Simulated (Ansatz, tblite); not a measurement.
Cost and result up the ladder for Mn(NH2)2 (MnN2H4) (7 atoms). Total charge 0; sextet. Geometry: r2SCAN-D4/def2-TZVP.

```xyz
7

Mn   -0.002    0.001    0.002
N    -0.127   -1.846    0.351
H     0.041   -2.296    1.241
H    -0.375   -2.563   -0.317
N     0.127    1.846   -0.350
H    -0.619    2.523   -0.267
H     0.956    2.335   -0.661
```

Ansatz on 4 threads of AMD EPYC 7571 on a shared host; xTB runs through tblite on one thread. Times are rough, summed over both states, and most runs start from the orbitals of an earlier one. RPA@PBE/def2-TZVP serves as the yardstick here, not as an exact answer. The other state is a quartet at its own geometry.

The xTB rows come from tblite. HSE06 is defined as in plane-wave codes, on full-range PBE exchange. Correlated methods freeze 7 core orbitals; core or outer-core shells of Mn are correlated, in sets that lack core-valence functions.

Run but left out: HF/STO-3G, HF/def2-TZVP, LC-ωPBE/def2-TZVP (quartet: ⟨S²⟩ 4.26 to 4.74, where a pure state has 3.75); MP2/def2-TZVP, CCSD/def2-TZVP, CCSD(T)/def2-TZVP (flagged by the program: no end).

Correlated methods converge slowly with the basis.

xTB has no spin-polarisation term.

```json
{"level": "GFN2-xTB", "functions": "21", "quartet − sextet (eV)": "-1.48", "difference from RPA@PBE/def2-TZVP (eV)": "-2.55", "remarks": "–"}
{"level": "r2SCAN-D4/def2-TZVP", "functions": "131", "quartet − sextet (eV)": "1.30", "difference from RPA@PBE/def2-TZVP (eV)": "0.23", "remarks": "spin-contaminated (⟨S²⟩ 3.94) (quartet)"}
{"level": "GFN1-xTB", "functions": "25", "quartet − sextet (eV)": "-1.03", "difference from RPA@PBE/def2-TZVP (eV)": "-2.10", "remarks": "–"}
{"level": "revPBE-D4/def2-TZVP", "functions": "131", "quartet − sextet (eV)": "0.90", "difference from RPA@PBE/def2-TZVP (eV)": "-0.17", "remarks": "spin-contaminated (⟨S²⟩ 3.87) (quartet)"}
{"level": "HSE06-D4/def2-TZVP", "functions": "131", "quartet − sextet (eV)": "1.60", "difference from RPA@PBE/def2-TZVP (eV)": "0.53", "remarks": "spin-contaminated (⟨S²⟩ 4.01) (quartet)"}
{"level": "RPA@PBE/def2-TZVP", "functions": "131", "quartet − sextet (eV)": "1.07", "difference from RPA@PBE/def2-TZVP (eV)": "0.00", "remarks": "–"}
{"level": "PBE-D4/def2-TZVP (with forces)", "functions": "131", "quartet − sextet (eV)": "0.82", "difference from RPA@PBE/def2-TZVP (eV)": "-0.25", "remarks": "–"}
{"level": "ωB97M-V/def2-TZVP", "functions": "131", "quartet − sextet (eV)": "1.38", "difference from RPA@PBE/def2-TZVP (eV)": "0.32", "remarks": "spin-contaminated (⟨S²⟩ 3.90) (quartet)"}
{"level": "PBE0-D4/def2-TZVP", "functions": "131", "quartet − sextet (eV)": "1.60", "difference from RPA@PBE/def2-TZVP (eV)": "0.54", "remarks": "spin-contaminated (⟨S²⟩ 4.04) (quartet)"}
```

Question: Estimate how long each takes.

Answer: GFN2-xTB 0.011 s; GFN1-xTB 0.018 s; revPBE-D4/def2-TZVP 12 s; RPA@PBE/def2-TZVP 12 s; PBE-D4/def2-TZVP (with forces) 13 s; HSE06-D4/def2-TZVP 18 s; PBE0-D4/def2-TZVP 21 s; r2SCAN-D4/def2-TZVP 24 s; ωB97M-V/def2-TZVP 56 s. On shared hardware such times vary by a factor of up to 3.
